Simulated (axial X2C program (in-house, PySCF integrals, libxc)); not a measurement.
## Nuclear properties of NiCl⁻

Calculated with an in-house all-electron X2C program for linear molecules (integrals from PySCF): two-component X2C with atomic mean-field Coulomb and Gaunt terms, Gaussian nuclei, basis Ni dyall-acv3z, Cl dyall-av3z with contracted cores.

R = 2.187 Å (near the PBE0 minimum at charge -1 of the determinant lowest at the starting distance; the state shown can have its own minimum elsewhere).

Input and command:
```json
{"zs": [28, 17], "q": -1, "bas": ["dyall-acv3z", "dyall-av3z"], "r0": 2.09, "levels": ["PBE0", "HF", "LDA", "BP86", "r2SCAN"], "nst": 3}
```
```bash
python soeom.py task.json out
```

Keys: zs atomic numbers; q charge; bas basis sets; r0 starting distance in Å; levels methods; nst determinants followed.

Determinant lowest in the PBE0 search, Ω = 2 (⟨Sz⟩ = 0.99, ⟨Lz⟩ = 1.01 at PBE0), spin on the atoms Ni 0.96, Cl 0.03:

```json
{"level": "PBE0", "Eeff magnitude (GV/cm)": "0.749", "Ws magnitude Ni (kHz)": "0.157", "A∥/gI Ni (MHz)": "655", "qzz Ni (a.u.)": "1.09", "A∥/gI Cl (MHz)": "42.2", "qzz Cl (a.u.)": "0.89"}
{"level": "HF", "Eeff magnitude (GV/cm)": "0.484", "Ws magnitude Ni (kHz)": "0.103", "A∥/gI Ni (MHz)": "495", "qzz Ni (a.u.)": "0.20", "A∥/gI Cl (MHz)": "23.8", "qzz Cl (a.u.)": "0.57"}
{"level": "LDA", "Eeff magnitude (GV/cm)": "0.808", "Ws magnitude Ni (kHz)": "0.168", "A∥/gI Ni (MHz)": "716", "qzz Ni (a.u.)": "1.44", "A∥/gI Cl (MHz)": "60.7", "qzz Cl (a.u.)": "0.93"}
{"level": "BP86", "Eeff magnitude (GV/cm)": "0.777", "Ws magnitude Ni (kHz)": "0.163", "A∥/gI Ni (MHz)": "693", "qzz Ni (a.u.)": "1.45", "A∥/gI Cl (MHz)": "55.4", "qzz Cl (a.u.)": "0.91"}
{"level": "r2SCAN", "Eeff magnitude (GV/cm)": "0.819", "Ws magnitude Ni (kHz)": "0.172", "A∥/gI Ni (MHz)": "700", "qzz Ni (a.u.)": "1.19", "A∥/gI Cl (MHz)": "50.9", "qzz Cl (a.u.)": "0.82"}
```

Determinant 0.05 eV from it at PBE0 and this distance, Ω = 1 (⟨Sz⟩ = 0.99, ⟨Lz⟩ = 0.01 at PBE0), spin on the atoms Ni 0.97, Cl 0.03:

```csv
level,Eeff magnitude (GV/cm),Ws magnitude Ni (kHz),A∥/gI Ni (MHz),qzz Ni (a.u.),A∥/gI Cl (MHz),qzz Cl (a.u.)
PBE0,0.663,0.284,1080,1.99,62,0.83
HF,0.408,0.183,630,1.65,33,0.50
LDA,0.733,0.308,1280,1.98,84.4,1.07
BP86,0.709,0.3,1240,2.05,76,0.99
r2SCAN,0.732,0.314,1260,2.03,69.6,0.81
```

Eeff is the effective electric field on the electron electric dipole moment in this Ω state and Ws the scalar–pseudoscalar constant of the nucleus named (defined with the proton number Z and per Ω); A∥ (defined per Ω) follows by multiplying with gI = μI/(I μN); qzz is the electric field gradient, eQq0 = 234.96 MHz × Q/barn × qzz. The operators were transformed with the bare-nucleus X2C matrices; with these basis sets, hyperfine constants and field gradients can be off by tens of per cent, and where levels differ in sign neither size nor sign is settled.

Problem. With gI(61Ni) = -0.5000, Q(35Cl) = -0.08112 barn (g factors from the IAEA table of nuclear moments by Stone; Q from Pyykkö, Mol. Phys. 2018), turn the PBE0 values of the first state into constants in MHz.

Solution. A∥(61Ni) = 655 × -0.5000 = -328 MHz; eQq0(35Cl) = 234.96 × (-0.08112) × (0.89) = -17 MHz.

Each state is one determinant with collinear spin, which with several unpaired electrons need not be a pure state. Unrestricted Hartree–Fock can overshoot spin polarisation at the nuclei. For an anion, determinants above electron detachment, or with a positive highest level, are held by the basis set. With several open shells hyperfine constants can be off by a factor of several. Open-shell Ω = 0 determinants with evenly filled partner blocks cannot be reached by this program, so the Ω shown need not be the lowest component. At HF, r2SCAN a later determinant lies lower. States lie within half an eV, so the first need not be the ground state. Further determinants of the search, some of them spin-mixed, are not shown. Where a field gradient or hyperfine factor spreads by more than a factor of two over the levels, a constant derived from it is not to be relied on. PBE0 term energies can be off by some tenths of an eV.
